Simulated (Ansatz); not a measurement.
**Which isomer of F2GeH5NSi gives these data?**

These gas-phase data were calculated for one isomer of F2GeH5NSi at PBE0-D3(BJ)/def2-SVP (harmonic, unscaled wavenumbers; equilibrium rotational constants with average atomic masses):

| Item | Value |
| --- | --- |
| rotational constants | 5.476, 1.157, 1.067 GHz |
| all wavenumbers above 1500 cm⁻¹ | 3652, 2330, 2182, 2174, 2172 |

Candidates:

(1) `F[SiH](F)[NH][GeH3]`, a singlet
(2) `F[SiH2][NH][GeH2][F]`, a singlet
(3) `N[Si](F)(F)[GeH3]`, a singlet

Problem. Which candidate do the data belong to?

Solution. Candidate (1). 1 mode lies between 3250 and 3800 cm⁻¹, one for each N–H bond, while (3) has 2. 3 modes lie between 1900 and 2250 cm⁻¹, one for each Ge–H bond, while (2) has 2.

The same quantities for all candidates:

|  | rotational constants (GHz) | wavenumbers above 1500 cm⁻¹ | E above the lowest, PBE0-D3(BJ)/def2-SVP (kcal/mol) |
| --- | --- | --- | --- |
| (1) | 5.476, 1.157, 1.067 | 3652, 2330, 2182, 2174, 2172 | 0.7 |
| (2) | 7.19, 1.042, 0.9688 | 3625, 2288, 2278, 2219, 2202 | 17.5 |
| (3) | 3.669, 1.347, 1.315 | 3722, 3616, 2175, 2169, 2153, 1530 | 0.0 |

Each candidate is one conformer. Programs: Ansatz 0.2.0.
